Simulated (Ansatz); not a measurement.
`O[SiH2]/C=C\[SiH](O)O` + `[O]=[Mo](=[O])([OH])[F]` → `O[SiH](O)/C=C\[SiH2]F` + `[O]=[Mo](=[O])([OH])[OH]`  (redistribution)

Computed with Ansatz on PBE0-D4/def2-TZVP structures; ΔE is electronic, products minus reactants. CCSD(T)/CBS is the MP2 limit (def2-TZVPP, def2-QZVPP) plus CCSD(T) − MP2 in def2-TZVPP, frozen cores. Double bonds are as drawn, so ΔE can hold a change between cis and trans. DFT in def2-TZVPP. B3LYP here is the variant with VWN-RPA as its local correlation; programs differ in this. Elements past krypton have def2 core potentials. For Mo outer-core shells are correlated without core-valence functions, which leaves a few kJ/mol of doubt a bond. Each species was taken in one conformer, which may not be the lowest.

`O[SiH2]/C=C\[SiH](O)O`:

```xyz
15

O     0.291    1.802   -1.191
Si    1.592    0.820   -1.347
C     1.359   -0.834   -0.513
C     0.325   -1.260    0.221
Si   -1.247   -0.381    0.657
O    -1.993   -1.236    1.848
O    -0.848    1.122    1.236
H    -0.063    1.905   -0.296
H     1.796    0.605   -2.802
H     2.835    1.420   -0.783
H     2.193   -1.529   -0.647
H     0.375   -2.272    0.629
H    -2.200   -0.245   -0.476
H    -2.905   -1.489    1.703
H    -1.511    1.572    1.763
```

`[O]=[Mo](=[O])([OH])[F]`:

Z-matrix (Å, degrees):
```
Mo
O 1 1.670
O 1 1.860 2 110.0
O 1 1.669 2 107.9 3 118.5
F 1 1.844 2 109.7 3 -121.6
H 3 0.961 1 124.6 2 -14.9
```

`O[SiH](O)/C=C\[SiH2]F`:

Z-matrix (Å, degrees):
```
Si
O 1 1.651
C 1 1.848 2 101.0
O 1 1.638 2 113.4 3 -121.3
H 1 1.481 2 110.7 3 122.6
H 2 0.958 1 120.2 3 -159.1
C 3 1.338 1 122.5 2 6.8
H 3 1.090 1 119.0 2 -172.8
H 4 0.959 1 117.7 2 65.4
Si 7 1.874 3 129.7 1 1.3
H 7 1.093 3 117.9 1 -179.4
F 10 1.614 7 102.5 3 174.1
H 10 1.479 7 114.7 3 -72.7
H 10 1.480 7 114.6 3 60.9
```

`[O]=[Mo](=[O])([OH])[OH]`:

Cartesian coordinates in Å:
```
O 1.687 0.336 -0.843
Mo 0.322 -0.186 -0.023
O 0.635 -1.676 0.676
O -1.108 -0.369 -1.213
O -0.100 1.065 1.300
H -1.109 0.007 -2.097
H -0.328 0.822 2.201
```

| level | ΔE (kcal/mol) |
| --- | --- |
| r2SCAN-D4 | -3.3 |
| ωB97M-V | -4.4 |
| B2PLYP | -4.2 |
| PBE | -3.0 |
| B3LYP | -4.0 |
| CCSD/def2-TZVPP | -5.0 |
| CCSD(T)/def2-TZVPP | -4.8 |
| SCS-MP2/def2-QZVPP | -4.8 |

Question: What does CCSD(T)/CBS give? (Estimate.)

Answer: Ansatz gave: -5.1 kcal/mol. The listed levels differ from it by 1.8, 0.7, 0.9, 2.1, 1.1, 0.1, 0.3, 0.3 kcal/mol.

Largest T1 diagnostic among the species: 0.025, so the coupled-cluster value is less sure than usual.

From PBE to PBE0 (25 % exact exchange), in def2-TZVPP and without D4, ΔE moves by −0.9 kcal/mol. In def2-TZVPP, CCSD(T) changes the Hartree–Fock value by +0.8 kcal/mol (the triples alone add +0.2 kcal/mol) and MP2 by +0.9 kcal/mol.
